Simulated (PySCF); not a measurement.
## A small calculation by hand: oscillator strength and radiative lifetime

BH3S, SMILES BS.

Geometry: ωB97X-D3(BJ)/def2-TZVP.

TDA-ωB97X/def2-TZVPD (PySCF 2.14.0) puts the first singlet state with f over 0.02 at 6.68 eV (vertical), with the transition dipole (0.026, 1.093, 0.000) in atomic units.

**Question.** Find the oscillator strength, the wavelength and the radiative lifetime that this transition would have in vacuum if emission retraced absorption.

**Answer.** 
|μ|² = 1.1953 au, so |μ| = 2.78 D. ΔE = 6.68/27.211 = 0.2455 hartree. f = (2/3) ΔE |μ|² = 0.196 (the program prints 0.196).
λ = 1239.84/6.68 = 186 nm; ν = 53878 cm⁻¹.
Einstein's coefficient A = 0.6670 ν² f s⁻¹ (ν in cm⁻¹) = 3.8e8 s⁻¹, so τ = 1/A = 2.6 ns. This state is S2; the lower singlet has f = 0.000. The figure is the radiative limit of this one transition; relaxation, internal conversion, crossing to triplets and a medium change what is measured.
